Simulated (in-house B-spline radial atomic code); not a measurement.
## OLYP excitations of the silver ion Ag⁺

Method: OLYP. Computed with a B-spline radial code for spherical atoms: linear response of the closed shell [Kr] 4d10 with the functional's adiabatic kernel; scalar-relativistic (spin-free one-electron X2C), finite nucleus, no spin-orbit coupling, no double excitations, S, P, D and F terms only; shells from n = 2 respond. Only terms of natural parity with L up to 3 were computed.

Command:
```bash
python run_td.py task.json out
```
Settings (radii: box in bohr, nucleus in fm):
```
Z                        47
electrons                46
configuration            [Kr] 4d10
hamiltonian              x2c
method                   optx,lyp
box_radius               41.61
rms_radius               4.5454
intervals                74
```

Time taken, with all properties: 3.9 s on 1 thread of Intel(R) Xeon(R) Platinum 8488C (Sapphire Rapids), with other jobs on the host.

The lowest states, in the order of their Tamm-Dancoff energies; the method's threshold (minus the highest occupied level) is 15.581 eV. Labels give the largest channel, * marks a mixed state, and oscillator strengths are full-response dipole values. Semilocal kernels can invert the small singlet-triplet splittings of Rydberg terms. Energies in eV:

```csv
state,full response,Tamm-Dancoff,oscillator strength
4d → 5s 3D,4.082,4.135,-
4d → 5s 1D,4.724,4.742,-
4d → 5p 3F,8.874,8.900,-
4d → 5p 3P,8.864,8.901,-
4d → 5p 1F,9.086,9.091,-
4d → 5p 1P,9.658,9.726,0.485
4d → 6s 3D,12.400,12.407,-
4d → 6s 1D,12.491,12.493,-
4d → 5d 3S,13.237,13.245,-
4d → 5d 3D,13.250,13.252,-
4d → 5d 1D,13.296,13.301,-
4d → 6p 3P,13.583,13.590,-
4d → 6p 3F,13.599,13.604,-
4d → 6p 1F,?,?,-
4d → 5d 1S,13.675,13.732,-
4d → 6p 1P,?,?,?
```

Where does 4d → 6p 1P lie?

At 13.723 eV in full response, 13.733 eV in Tamm-Dancoff, oscillator strength 0.0422.

Where does 4d → 6p 1F lie?

At 13.638 eV in full response, 13.639 eV in Tamm-Dancoff.

How large is the singlet-triplet splitting of 4d → 5s (D terms) in Tamm-Dancoff?

0.607 eV, from the unrounded values.

What polarisabilities and dispersion coefficient does the method give?

Dipole 10.48 bohr³, quadrupole 71.85 bohr⁵, C6 62.16 hartree·bohr⁶ for two such species.
